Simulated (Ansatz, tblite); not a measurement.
Isomers of GeS2 (singlet), found by a short tight-binding search and relaxed with PBE0-D4/def2-TZVP in Ansatz.

The xTB rows come from tblite. B3LYP takes the VWN-RPA correlation. Correlated methods freeze 19 core orbitals; core or outer-core shells of Ge are correlated, in sets that lack core-valence functions.

Other spin states were run for one of them alone.

A:

```xyz
3

Ge   -0.5764   -0.6157    0.9742
S    -0.0890   -0.4246   -1.1731
S     0.6654    1.0402    0.1990
```

B:

Cartesian coordinates in Å:
```
Ge 0.000 0.000 0.000
S -1.643 -0.720 -0.873
S 1.643 0.720 0.873
```

Task: Estimate their order by electronic energy at CCSD(T)/def2-TZVPP, counted from the lowest.

Result: B (0.0) < A (6.0), in kcal/mol.

Task: Do the other levels pick the same lowest one?

Result: Not GFN2-xTB. Energies above each level's lowest (kcal/mol):

```json
{"level": "GFN1-xTB", "A": "30.0", "B": "0.0"}
{"level": "GFN2-xTB", "A": "0.0", "B": "8.9"}
{"level": "HF/def2-TZVPP", "A": "6.3", "B": "0.0"}
{"level": "PBE-D4/def2-TZVP", "A": "1.6", "B": "0.0"}
{"level": "r2SCAN-D4/def2-TZVP", "A": "5.2", "B": "0.0"}
{"level": "B3LYP-D4/def2-TZVP", "A": "2.6", "B": "0.0"}
{"level": "PBE0-D4/def2-TZVP", "A": "1.9", "B": "0.0"}
{"level": "r2SCAN0-D4/def2-TZVP", "A": "4.2", "B": "0.0"}
{"level": "MP2/def2-TZVPP", "A": "7.7", "B": "0.0"}
{"level": "CCSD/def2-TZVPP", "A": "5.3", "B": "0.0"}
{"level": "CCSD(T)/def2-TZVPP", "A": "6.0", "B": "0.0"}
```
Point groups (tolerance 0.1 Å): A C2v, B D∞h. Lower isomers may exist.
